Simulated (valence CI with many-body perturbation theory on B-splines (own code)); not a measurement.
**Cr¹¹⁺: calculated level list**

Calculated by configuration interaction combined with many-body perturbation theory (CI+MBPT): three valence electrons over a frozen Dirac-Fock core [Ne], a basis of 11 s, 11 p, 9 d, 7 f, 5 g, 2 h, 1 i functions for each j, with the one-electron correlation potential Σ1, the two-electron term Σ2, the three-electron term Σ3, Breit, model QED; selected CI, second order for the rest, scaled by the run's own slope (own B-spline code, finite nucleus).

No measured spectrum was set against this ion. As an estimate, levels of excited configurations hold to 0.05 to 0.15 % of their energy, terms of the ground configuration to about 0.5 %.

Levels 1 to 45 of 66, with energies above the lowest level, 3s2 3p 2P°_1/2. "Leading %" is the weight of the configuration and term that name the level; weights of strongly mixed levels are sums over their largest components and can fall short. In the jj column 3d3/2^4 stands for four electrons in 3d with j = 3/2.

| No. | Configuration | Term | J | E (cm⁻¹) | Leading % | g | Second component | Leading jj |
| --- | --- | --- | --- | --- | --- | --- | --- | --- |
| 1 | 3s2 3p | 2P° | 1/2 | 0 | 97 | 0.665 |  | 3s^2 3p1/2 (97 %) |
| 2 | 3s2 3p | 2P° | 3/2 | 12275 | 97 | 1.333 |  | 3s^2 3p3/2 (97 %) |
| 3 | 3s 3p2 | 4P | 1/2 | 192050 | 99 | 2.665 |  | 3s 3p1/2^2 (51 %) |
| 4 | 3s 3p2 | 4P | 3/2 | 196860 | 99 | 1.733 |  | 3s 3p1/2 3p3/2 (91 %) |
| 5 | 3s 3p2 | 4P | 5/2 | 203300 | 98 | 1.596 |  | 3s 3p3/2^2 (56 %) |
| 6 | 3s 3p2 | 2D | 3/2 | 254460 | 87 | 0.802 | 11 % 3s2 3d 2D | 3s 3p1/2 3p3/2 (62 %) |
| 7 | 3s 3p2 | 2D | 5/2 | 255600 | 86 | 1.204 | 11 % 3s2 3d 2D | 3s 3p1/2 3p3/2 (48 %) |
| 8 | 3s 3p2 | 2S | 1/2 | 313980 | 85 | 1.835 | 12 % 3s 3p2 2P | 3s 3p3/2^2 (45 %) |
| 9 | 3s 3p2 | 2P | 1/2 | 333470 | 84 | 0.836 | 12 % 3s 3p2 2S | 3s 3p1/2 3p3/2 (55 %) |
| 10 | 3s 3p2 | 2P | 3/2 | 339540 | 96 | 1.331 |  | 3s 3p3/2^2 (58 %) |
| 11 | 3s2 3d | 2D | 3/2 | 408630 | 86 | 0.799 | 11 % 3s 3p2 2D | 3s^2 3d3/2 (86 %) |
| 12 | 3s2 3d | 2D | 5/2 | 409730 | 86 | 1.200 | 11 % 3s 3p2 2D | 3s^2 3d5/2 (86 %) |
| 13 | 3p3 | 2D° | 3/2 | 493410 | 66 | 0.824 | 29 % 3s 3p 3d 2D° | 3p1/2^2 3p3/2 (33 %) |
| 14 | 3p3 | 2D° | 5/2 | 495370 | 69 | 1.200 | 30 % 3s 3p 3d 2D° | 3p1/2 3p3/2^2 (69 %) |
| 15 | 3p3 | 4S° | 3/2 | 504620 | 96 | 1.971 |  | 3p1/2 3p3/2^2 (63 %) |
| 16 | 3p3 | 2P° | 1/2 | 550400 | 80 | 0.665 | 18 % 3s 3p 3d 2P° | 3p1/2 3p3/2^2 (80 %) |
| 17 | 3s 3p 3d | 4F° | 3/2 | 551700 | 43 | 0.935 | 43 % 3p3 2P° | 3s 3p1/2 3d3/2 (34 %) |
| 18 | 3s 3p 3d | 4F° | 3/2 | 552290 | 56 | 0.804 | 32 % 3p3 2P° | 3s 3p1/2 3d3/2 (48 %) |
| 19 | 3s 3p 3d | 4F° | 5/2 | 554630 | 99 | 1.030 |  | 3s 3p1/2 3d3/2 (37 %) |
| 20 | 3s 3p 3d | 4F° | 7/2 | 558430 | 99 | 1.239 |  | 3s 3p1/2 3d5/2 (40 %) |
| 21 | 3s 3p 3d | 4F° | 9/2 | 563660 | 100 | 1.333 |  | 3s 3p3/2 3d5/2 (100 %) |
| 22 | 3s 3p 3d | 4P° | 5/2 | 594770 | 70 | 1.527 | 25 % 3s 3p 3d 4D° | 3s 3p1/2 3d5/2 (84 %) |
| 23 | 3s 3p 3d | 4D° | 3/2 | 596640 | 53 | 1.437 | 45 % 3s 3p 3d 4P° | 3s 3p1/2 3d3/2 (42 %) |
| 24 | 3s 3p 3d | 4D° | 1/2 | 597980 | 83 | 0.443 | 16 % 3s 3p 3d 4P° | 3s 3p1/2 3d3/2 (60 %) |
| 25 | 3s 3p 3d | 4P° | 1/2 | 603440 | 83 | 2.225 | 16 % 3s 3p 3d 4D° | 3s 3p3/2 3d3/2 (96 %) |
| 26 | 3s 3p 3d | 4D° | 7/2 | 603800 | 99 | 1.427 |  | 3s 3p3/2 3d5/2 (69 %) |
| 27 | 3s 3p 3d | 4P° | 3/2 | 603960 | 54 | 1.486 | 46 % 3s 3p 3d 4D° | 3s 3p3/2 3d3/2 (84 %) |
| 28 | 3s 3p 3d | 4D° | 5/2 | 604180 | 74 | 1.426 | 25 % 3s 3p 3d 4P° | 3s 3p3/2 3d3/2 (56 %) |
| 29 | 3s 3p 3d | 2D° | 3/2 | 616520 | 79 | 0.808 | 17 % 3p3 2D° | 3s 3p3/2 3d5/2 (34 %) |
| 30 | 3s 3p 3d | 2D° | 5/2 | 616800 | 77 | 1.214 | 16 % 3p3 2D° | 3s 3p3/2 3d5/2 (55 %) |
| 31 | 3s 3p 3d | 2F° | 5/2 | 643130 | 98 | 0.859 |  | 3s 3p1/2 3d5/2 (46 %) |
| 32 | 3s 3p 3d | 2F° | 7/2 | 652860 | 99 | 1.143 |  | 3s 3p3/2 3d5/2 (65 %) |
| 33 | 3s 3p 3d | 2P° | 3/2 | 697990 | 80 | 1.313 | 14 % 3p3 2P° | 3s 3p1/2 3d3/2 (34 %) |
| 34 | 3s 3p 3d | 2P° | 1/2 | 702830 | 86 | 0.665 | 12 % 3p3 2P° | 3s 3p3/2 3d5/2 (71 %) |
| 35 | 3s 3p 3d | 2F° | 7/2 | 705110 | 97 | 1.143 |  | 3s 3p3/2 3d5/2 (40 %) |
| 36 | 3s 3p 3d | 2F° | 5/2 | 707260 | 97 | 0.858 |  | 3s 3p3/2 3d3/2 (65 %) |
| 37 | 3s 3p 3d | 2P° | 1/2 | 724860 | 90 | 0.665 | 4 % 3p3 2P° | 3s 3p3/2 3d3/2 (63 %) |
| 38 | 3s 3p 3d | 2P° | 3/2 | 725870 | 70 | 1.201 | 21 % 3s 3p 3d 2D° | 3s 3p3/2 3d5/2 (58 %) |
| 39 | 3s 3p 3d | 2D° | 3/2 | 728380 | 60 | 0.950 | 24 % 3s 3p 3d 2P° | 3s 3p3/2 3d3/2 (49 %) |
| 40 | 3s 3p 3d | 2D° | 5/2 | 729470 | 84 | 1.198 | 13 % 3p3 2D° | 3s 3p3/2 3d5/2 (55 %) |
| 41 | 3p2 3d | 2F | 5/2 | 825650 | 87 | 0.861 | 12 % 3s 3d2 2F | 3p1/2 3p3/2 3d3/2 (55 %) |
| 42 | 3p2 3d | 2F | 7/2 | 830290 | 83 | 1.150 | 12 % 3s 3d2 2F | 3p1/2 3p3/2 3d5/2 (32 %) |
| 43 | 3p2 3d | 4F | 3/2 | 832590 | 97 | 0.416 |  | 3p1/2^2 3d3/2 (44 %) |
| 44 | 3p2 3d | 4F | 5/2 | 835490 | 96 | 1.038 |  | 3p1/2 3p3/2 3d3/2 (53 %) |
| 45 | 3p2 3d | 4F | 7/2 | 839410 | 94 | 1.242 |  | 3p1/2 3p3/2 3d5/2 (68 %) |

Names give the largest LS component (configuration and term), which can be under half, so a name can repeat, a term be missing and a line seem to break the LS rules; names also repeat where a configuration has a term twice.

Where two levels of one J and parity lie close, their mixing, g and order are uncertain.

The ionisation energy to 3s2 1S_0 of the next ion comes out as 298.25 eV (NIST: 296.7 ± 0.6 eV (semi-empirical), further off than twice its uncertainty). All 66 levels together are meant to be complete up to 966420 cm⁻¹.
